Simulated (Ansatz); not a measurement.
`CO[SiH2][SiH2]Cl` → `CO[SiH2]Cl` + `[SiH2]` at 400 K and 1 bar (silylene formation by 1,1-elimination).

Isolated molecules relaxed with PBE0-D4/def2-TZVP in Ansatz; ΔE leaves out vibrations. CBS: MP2 limit from def2 TZ/QZ plus the TZ coupled-cluster correction, frozen cores. This one scheme is used for every species. Each species was taken in one conformer, which may not be the lowest.

```csv
species,CCSD(T)/CBS energy (Eh),H − E (kJ/mol),S (J/(mol·K))
`CO[SiH2][SiH2]Cl`,-1155.44170,245.2,437.4
`CO[SiH2]Cl`,-865.17164,189.7,357.8
`[SiH2]`,-290.19011,44.2,218.1
```

H − E and S are ideal-gas, rigid-rotor, harmonic terms from PBE0-D4/def2-TZVP, for one conformer and one mirror image of each species. 1 Eh = 2625.50 kJ/mol, R = 8.31446 J/(mol·K).

**Question.** By hand: ΔE, ΔH, ΔS and ΔG.

**Answer.** ΔE = (-865.17164) + (-290.19011) − (-1155.44170) = 0.07995 Eh = 209.9 kJ/mol. Δ(H − E) = 189.7 + 44.2 − 245.2 = -11.3, so ΔH = 198.6 kJ/mol. ΔS = 357.8 + 218.1 − 437.4 = 138.5 J/(mol·K). ΔG = 198.6 − 400 × (138.5)/1000 = 143.2 kJ/mol.

**Question.** By hand: the equilibrium constant, and the temperature at which ΔG would vanish if ΔH and ΔS stayed fixed.

**Answer.** log₁₀ K = −ΔG/(RT ln 10) = -18.7. ΔG = 0 at ΔH/ΔS = 1434 K.

The number of gas molecules changes by +1, which sets the sign of ΔS. A doubt of 5 kJ/mol in ΔE shifts log₁₀ K by 0.7 here. Other conformers and mirror images would add mixing entropy, several J/(mol·K) or more a flexible species. Modes under 60 cm⁻¹, often nearly free rotors, make the harmonic entropy too high. These are equilibria of isolated gas molecules and say nothing of rates. Largest T1 diagnostic: 0.014 (customary marks: 0.02 for closed shells, 0.045 for open ones).
